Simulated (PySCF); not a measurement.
A structure optimised at PBE0-D3(BJ)/def2-SVP, used in a PySCF frequency run:

```xyz
12

Si     0.9968     0.2599    -0.5899
C      2.4280     0.3596     0.5992
O     -0.3834    -0.1040     0.2635
Si    -2.0107    -0.3884     0.1760
H      1.2350    -0.8025    -1.6169
H      0.8069     1.5637    -1.2999
H      2.2536     1.1409     1.3545
H      2.5682    -0.5990     1.1214
H      3.3595     0.5999     0.0629
H     -2.5178    -0.6556     1.5516
H     -2.2906    -1.5731    -0.6919
H     -2.7215     0.7987    -0.3904
```
Charge 0, spin multiplicity 1.

**Question.** Write its SMILES and formula.

**Answer.** C[SiH2]O[SiH3], CH8OSi2

**Question.** What are its rotational constants (standard atomic weights)?

**Answer.** 14.823, 1.8336, 1.7153 GHz
